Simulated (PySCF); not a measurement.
**[ReOCl3]2+ at several levels of theory**

Computed with PySCF 2.14.0 (density fitting, no spin-orbit coupling) at the geometry relaxed with PBE0:

```xyz
5
[ReOCl3]2+ (singlet)
Re    0.0518    0.0000   -0.0811
O     1.2436    0.0000   -1.2075
Cl    0.2959    1.7729    1.0973
Cl   -1.8149    0.0000   -1.1343
Cl    0.2959   -1.7729    1.0973
```

```json
{"level": "PBE0", "basis": "Re def2-SVP with ECP60, O def2-SVP, Cl def2-SVP", "state": "singlet", "HOMO (eV)": "-21.74", "gap (eV)": "4.89", "charge on Re1 (e)": "1.10", "dipole about the centre of mass (D)": "2.03", "largest force component (eV/Å)": "0.01"}
{"level": "M06-L", "basis": "the same", "state": "singlet", "HOMO (eV)": "-20.94", "gap (eV)": "3.39", "charge on Re1 (e)": "1.33", "dipole about the centre of mass (D)": "1.91", "largest force component (eV/Å)": "0.74"}
{"level": "revPBE", "basis": "the same", "state": "singlet", "HOMO (eV)": "-20.39", "gap (eV)": "3.17", "charge on Re1 (e)": "1.01", "dipole about the centre of mass (D)": "1.99", "largest force component (eV/Å)": "1.58"}
{"level": "B3LYP", "basis": "the same", "state": "singlet", "HOMO (eV)": "-21.40", "gap (eV)": "4.50", "charge on Re1 (e)": "1.08", "dipole about the centre of mass (D)": "2.09", "largest force component (eV/Å)": "0.75"}
{"level": "TPSSh", "basis": "the same", "state": "singlet", "HOMO (eV)": "-21.12", "gap (eV)": "3.94", "charge on Re1 (e)": "1.14", "dipole about the centre of mass (D)": "1.98", "largest force component (eV/Å)": "0.84"}
{"level": "PBE0", "basis": "Re x2c-SVPall, O x2c-SVPall, Cl x2c-SVPall", "state": "singlet", "HOMO (eV)": "-21.76", "gap (eV)": "4.67", "charge on Re1 (e)": "1.00", "dipole about the centre of mass (D)": "2.09", "largest force component (eV/Å)": "0.64"}
```

Charges are Mulliken's, which hang on the basis. The relaxation used the grid (50, 194), these runs (75, 302) or, all-electron (x2c bases, spin-free X2C Hamiltonian), (99, 590).

Task: What does PBE0 with Re def2-TZVP with ECP60, O def2-TZVP, Cl def2-TZVP give here?

Result: state singlet, HOMO (eV) -21.40, gap (eV) 4.92, charge on Re1 (e) 1.34, dipole about the centre of mass (D) 2.16, largest force component (eV/Å) 0.46. Time: 14 s on 2 threads of Arm Neoverse V1, on a shared host, from free ions and atoms.

In the first row's basis the gap widens with exact exchange: 3.2 to 3.4 eV for revPBE, M06-L (none); 3.9 to 4.9 eV for TPSSh, B3LYP, PBE0 (a fixed share).
